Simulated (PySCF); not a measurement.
CuCl: energy against distance

Set-up: basis Cu cc-pVDZ-PP with ECP10, Cl cc-pV(D+d)Z; scalar-relativistic core potentials; PySCF 2.14. Energies in eV from Cu (3d10 4s1) + Cl in their ground configurations at the same level. State: ¹Σ⁺ (singlet), closed shell.

```csv
R (Å),PBE0
1.770,-2.813
1.852,-3.359
1.935,-3.650
1.996,-3.751
2.058,-3.776
2.120,-3.746
2.202,-3.645
2.305,-3.453
2.428,-3.170
2.593,-2.761
```

Put a parabola through the three lowest points of the PBE0 curve and estimate Re, k and ωe (reduced mass 22.48 u; 1 eV/Å² = 0.16022 mdyn/Å; ωe = 1302.8·√(k/μ) cm⁻¹).

Through R = 1.996, 2.058, 2.12 Å the second-order coefficient is 7.15 eV/Å², so Re ≈ 2.055 Å, k ≈ 2.29 mdyn/Å and ωe ≈ 416 cm⁻¹. A polynomial fit of higher order to the unrounded PBE0 energies gives Re = 2.053 Å, k = 2.38 mdyn/Å, ωe = 424 cm⁻¹; anharmonicity and rounding make the difference.

The higher-order fit for each curve: PBE0: Re = 2.053 Å, ωe = 424 cm⁻¹, De = 3.78 eV.
